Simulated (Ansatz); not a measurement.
Basis-set series for `C[N](C)[Sc]1234([N](C)C)[C@H]5[C@@H]1[C@@H]2[C@@H]3[C@H]54`. The species carries charge 0 and has multiplicity 1. The geometry is a stationary point of PBE0-D4/def2-TZVP. It is one conformer, not always the lowest.

Cartesian coordinates in Å:
```
C 0.193 -2.078 2.282
N 0.464 -1.538 0.980
C 1.353 -2.392 0.233
Sc -0.253 0.049 -0.006
N 1.107 1.019 -1.122
C 0.932 2.085 -2.073
C 2.512 0.715 -0.976
C -2.700 -0.146 -0.404
C -2.319 1.123 -0.895
C -1.886 1.900 0.196
C -2.009 1.113 1.365
C -2.524 -0.146 0.994
H -0.483 -1.428 2.843
H 1.111 -2.189 2.882
H -0.272 -3.077 2.231
H 2.348 -2.482 0.700
H 1.516 -2.009 -0.784
H 0.953 -3.414 0.130
H -0.122 2.348 -2.184
H 1.473 2.997 -1.771
H 1.312 1.812 -3.071
H 2.678 -0.055 -0.217
H 2.961 0.357 -1.918
H 3.087 1.602 -0.668
H -3.080 -0.969 -0.994
H -2.347 1.436 -1.929
H -1.521 2.916 0.149
H -1.765 1.428 2.371
H -2.720 -0.976 1.657
```

```
functional       basis  functions  energy (Eh)  HOMO (eV)  LUMO (eV)
   PBE0-D4    def2-SVP        270  -1222.33178      -5.53      -1.00
   PBE0-D4  def2-TZVPP        643  -1222.92603      -5.63      -1.10
   ωB97M-V    def2-SVP        270  -1222.76777      -7.80       0.46
   ωB97M-V  def2-TZVPP        643  -1223.38618      -7.90       0.43
```

(1) Give the rows for def2-QZVPP. (Estimate.)

Results:

(1) Computed: 
| functional | basis | functions | energy (Eh) | HOMO (eV) | LUMO (eV) |
| --- | --- | --- | --- | --- | --- |
| PBE0-D4 | def2-QZVPP | 1230 | -1222.96632 | -5.65 | -1.12 |
| ωB97M-V | def2-QZVPP | 1230 | -1223.42432 | -7.91 | 0.28 |

Positive LUMOs are unbound and depend on the basis. Scalar relativity is left out up to krypton.
